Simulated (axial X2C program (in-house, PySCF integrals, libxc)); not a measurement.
# Potential curves of InTe⁻, two-component

Calculated with an axial X2C code built on PySCF integrals. Two-component (2c) means X2C with spin–orbit coupling and atomic mean-field two-electron Coulomb and Gaunt terms. Basis: Te dyall-acv3z [12s13p9d5f1g], In dyall-acv3z [12s13p10d5f1g] (cores contracted in-house); Gaussian nuclei, density fitting, unrestricted open shells. Masses: Te 129.906 u, In 114.904 u.

State: Ω = 0 (closed shell). Energies in eV from the fragments at the same level (Te- + In). Fits are polynomials in 1 − R0/R over 0.85 to 1.23 times the lowest point R0.

| R (Å) | HF | CCSD(T) | MP2 | CCSD |
| --- | --- | --- | --- | --- |
| 2.3168 | -0.7107 |  | -1.9182 |  |
| 2.4233 | -1.2435 | -2.3566 | -2.4695 | -2.2300 |
| 2.5032 | -1.4725 | -2.6061 | -2.7118 | -2.4726 |
| 2.5831 | -1.5925 | -2.7462 | -2.8446 | -2.6055 |
| 2.6630 | -1.6291 | -2.8026 | -2.8935 | -2.6545 |
| 2.7562 | -1.5931 | -2.7893 | -2.8711 | -2.6322 |
| 2.8494 | -1.4954 | -2.7142 | -2.7861 | -2.5477 |
| 2.9692 | -1.3084 | -2.5561 | -2.6142 | -2.3771 |
| 3.1157 | -1.0231 |  | -2.3451 |  |
| 3.3287 | -0.5611 |  | -1.9005 |  |

Correlated methods: 10 electrons correlated (number of frozen shells: Te 4 s, 3 p, 2 d; In 4 s, 3 p, 2 d), 372 virtual spin orbitals or spinors in MP2, 90 natural virtuals in coupled cluster.

Occupations by symmetry block were frozen at the best pattern of an incomplete PBE0 search. Closed shells are restricted here (equal orbitals for both partners); the stretched side of such a curve lies too high. Dissociation energies refer to the lowest single-determinant-based atoms at the same level and basis. CCSD and (T) use frozen natural virtuals with an MP2 correction for the truncation; (T) itself is uncorrected, so its De runs slightly low. With the outer-core shells frozen, correlated bond lengths of heavy atoms tend to come out a few hundredths of an ångström too long. Hartree–Fock gets electron affinities wrong, so its lowest charge split need not be the true one. Coupled cluster ran on the points near the minimum only. MP2 and coupled cluster on one determinant become unreliable at the stretched end.

What are Re, ωe and De at the HF level?

At HF, 2c: Re = 2.666 Å, ωe ≈ 209 cm⁻¹, De = 1.63 eV to Te- + In; Be follows as 0.0389 cm⁻¹.

Fit the CCSD(T) curve near its minimum: give the equilibrium distance, the harmonic wavenumber and the well depth.

At CCSD(T), 2c: Re = 2.692 Å, ωe ≈ 200 cm⁻¹, De = 2.81 eV to Te- + In; Be follows as 0.0382 cm⁻¹.

Fit the MP2 curve near its minimum: give the equilibrium distance, the harmonic wavenumber and the well depth.

At MP2, 2c: Re = 2.681 Å, ωe ≈ 204 cm⁻¹, De = 2.90 eV to Te- + In; Be follows as 0.0385 cm⁻¹.

Fit the CCSD curve near its minimum: give the equilibrium distance, the harmonic wavenumber and the well depth.

At CCSD, 2c: Re = 2.681 Å, ωe ≈ 204 cm⁻¹, De = 2.66 eV to Te- + In; Be follows as 0.0385 cm⁻¹.
